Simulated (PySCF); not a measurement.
# Mo: ionisation energy

Mo [Kr] 4d5 5s1 (7S) → Mo+ [Kr] 4d5 (6S), as a difference of total energies. Computed with PySCF 2.14 in aug-cc-pVTZ-DK (9s8p6d3f2g, 102 functions), with scalar relativity by spin-free X2C-1e. Correlated levels: valence: [Kr] frozen. The calculations carry no spin-orbit coupling.

```csv
method,ionisation energy (eV),error (eV)
UHF,6.251,-0.841
MP2 (valence),6.825,-0.267
SCS-MP2 (valence),6.442,-0.650
CCSD (valence),6.859,-0.233
CCSD(T) (valence),6.899,-0.193
```

Reference: 7.092 eV (measured; NIST Atomic Spectra Database, ionization energies).

Errors of the correlated levels include the incompleteness of this basis and the frozen core.
